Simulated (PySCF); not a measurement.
## Electric field gradients and quadrupole coupling constants

C7H13FO.
Z-matrix (Å and degrees, GFN2-xTB geometry), rows numbered from 1:
```
C 
O   1  1.4012
C   2  1.4133  1  112.93
C   3  1.5067  2  109.14  1   179.64
C   4  1.4964  3  113.83  2    56.16
C   4  1.3265  3  120.58  2  -123.13
C   6  1.4994  4  126.51  3   179.53
C   7  1.5259  6  111.72  4   -89.64
F   7  1.3882  6  108.39  4   151.05
H   1  1.0976  2  111.37  3   -60.32
H   1  1.0882  2  106.64  3  -179.69
H   1  1.0980  2  111.38  3    60.95
H   3  1.1003  2  110.06  1    58.03
H   3  1.1043  2  109.53  1   -60.41
H   5  1.0897  4  109.78  3    62.54
H   5  1.0846  4  112.38  3  -175.90
H   5  1.0884  4  108.65  3   -54.94
H   6  1.0812  4  120.19  3     0.38
H   7  1.0972  6  112.09  4    35.57
H   8  1.0857  7  109.55  6    63.02
H   8  1.0873  7  110.12  6  -176.43
H   8  1.0872  7  109.71  6   -56.66
```

Field gradients from the PBE0/pcSseg-1 density (PySCF, non-relativistic), principal values in atomic units, ordered |Vxx| ≤ |Vyy| ≤ |Vzz|:

```csv
atom,Vxx,Vyy,Vzz
O2,0.0566,2.0167,-2.0733
```

Task: Find the asymmetry η = (Vxx − Vyy)/Vzz and the couplings χ = eQV/h (234.96 MHz × Q in barn × V in au), with Q(17O) = −0.0256 b.

Result: 
```
atom   environment  nucleus     η  χzz (MHz)  χxx (MHz)  χyy (MHz)
  O2  ether oxygen      17O  0.95      12.47      -0.34     -12.13
```

At O2 η is above 0.9: Vyy and Vzz are nearly equal in size and opposite in sign, so a small change could swap them and flip the sign of χzz. The tensor is traceless: Vxx + Vyy + Vzz = 0.

Task: What is Vzz at O2 in SI units (1 au = 9.71736 × 10²¹ V/m²)?

Result: -2.0733 au = -20.147 × 10²¹ V/m².

Task: What couplings would deuterons (Q(2H) = 0.00286 b) have in place of the hydrogens, at this geometry?

Result: 
| atom | bonded to | bond length (Å) | Vzz (au) | η | χzz (kHz) |
| --- | --- | --- | --- | --- | --- |
| H10 | C1 | 1.098 | 0.2888 | 0.08 | 194 |
| H11 | C1 | 1.088 | 0.3072 | 0.06 | 206 |
| H12 | C1 | 1.098 | 0.2885 | 0.08 | 194 |
| H13 | C3 | 1.100 | 0.2815 | 0.07 | 189 |
| H14 | C3 | 1.104 | 0.2757 | 0.05 | 185 |
| H15 | C5 | 1.090 | 0.3116 | 0.03 | 209 |
| H16 | C5 | 1.085 | 0.3207 | 0.03 | 215 |
| H17 | C5 | 1.088 | 0.3090 | 0.01 | 208 |
| H18 | C6 | 1.081 | 0.3254 | 0.08 | 219 |
| H19 | C7 | 1.097 | 0.2839 | 0.07 | 191 |
| H20 | C8 | 1.086 | 0.3166 | 0.03 | 213 |
| H21 | C8 | 1.087 | 0.3147 | 0.02 | 211 |
| H22 | C8 | 1.087 | 0.3139 | 0.03 | 211 |

One conformer (not necessarily the lowest) at the GFN2-xTB geometry, without solvent, vibrations or thermal averaging. GFN2-xTB bond lengths can be off by several hundredths of an ångström, more for odd bonds, and the gradients follow them. With a basis this small, the couplings can be 20 % off.

These values come from a run that also computed NMR shieldings. Hardware: an Arm Neoverse N1 with one thread, on a shared host. Cost: 94 s wall (grids of density and orbitals included), 1.0 GiB resident at most.
